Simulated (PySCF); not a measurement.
Q: Give a PBE0-D3(BJ)/def2-SVP geometry of `C=CBCC`.

A: 
Z-matrix in Å and degrees, rows numbered from 1:
```
C 
C   1  1.3446
B   2  1.5506  1  121.37
C   3  1.5653  2  122.12  1  -179.26
C   4  1.5227  3  117.97  2  -171.18
H   1  1.0964  2  123.02  3  -179.48
H   1  1.0959  2  120.59  3     0.34
H   2  1.0990  1  117.60  3   179.51
H   3  1.2176  2  117.05  1    -1.11
H   4  1.1069  3  109.18  2   -42.60
H   4  1.1123  3  103.74  2    66.44
H   5  1.1015  4  111.21  3    62.88
H   5  1.1013  4  111.21  3   -56.01
H   5  1.1014  4  112.52  3  -176.71
```

Of the pairs four or more bonds apart, H7···H9 is among the closest relative to their van der Waals radii: 2.51 Å, 105 % of the sum of Bondi's values. B3 (three-coordinate boron) is planar (angles 122.1°, 120.8° and 117.1°, sum 360.0°, 0.01 Å off the plane of its three neighbours). The 2 C–C bonds span 1.345 Å (C1=C2, drawn double) to 1.523 Å (C4–C5, drawn single), a spread of 0.178 Å.

Computed with PBE0-D3(BJ)/def2-SVP geometry optimisation, gas phase (PySCF 2.14.0).

No frequency check. The numbers are those of one conformer (C1–C2–B3–C4 -179°, C2–B3–C4–C5 -171°).
